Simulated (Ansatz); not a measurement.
Reaction (formal exchange of groups at a C–C bond): `CC[N](C)[Hf]([F])([F])[F]` + `BN[SiH3]` → `CBN[SiH3]` + `C[N](C)[Hf]([F])([F])[F]`

Calculated with Ansatz (gas phase, PBE0-D4/def2-TZVP geometries, no zero-point term in ΔE). CCSD(T)/CBS is the MP2 limit (def2-TZVPP, def2-QZVPP) plus CCSD(T) − MP2 in def2-TZVPP, frozen cores. DFT in def2-TZVPP. def2 core potentials past Kr. For Hf outer-core shells are correlated without core-valence functions, which leaves a few kJ/mol of doubt a bond. Each species was taken in one conformer, which may not be the lowest.

Task: Is it downhill or uphill in electronic energy at CCSD(T)/CBS, and by how much? (An estimate is asked.)

Result: Computed: Downhill: ΔE = -37.1 kJ/mol.

Task: What do these levels give: revPBE-D4, r2SCAN-D4, r2SCAN0-D4, ωB97X-V, revPBE, r2SCANh, r2SCAN0, BHLYP, MP2/def2-TZVPP, SCS-MP2/def2-TZVPP, CCSD(T)/def2-TZVPP, SCS-MP2/def2-QZVPP? (An estimate is asked.)

Result: Ansatz gave: revPBE-D4 -41.1, r2SCAN-D4 -43.5, r2SCAN0-D4 -42.8, ωB97X-V -37.9, revPBE -43.6, r2SCANh -43.7, r2SCAN0 -43.2, BHLYP -40.2, MP2/def2-TZVPP -35.7, SCS-MP2/def2-TZVPP -33.8, CCSD(T)/def2-TZVPP -35.4, SCS-MP2/def2-QZVPP -34.9 kJ/mol.

Largest T1 diagnostic among the species: 0.015.

Leaving LDA and LC-ωPBE aside and taking each functional with its dispersion term where it has one, the values, not all of them listed here, spread over 8.2 kJ/mol, from B97M-V to ωB97X-V. At CCSD(T), def2-SVP lies +7.2 kJ/mol from the extrapolated value and def2-TZVPP +1.7 kJ/mol.
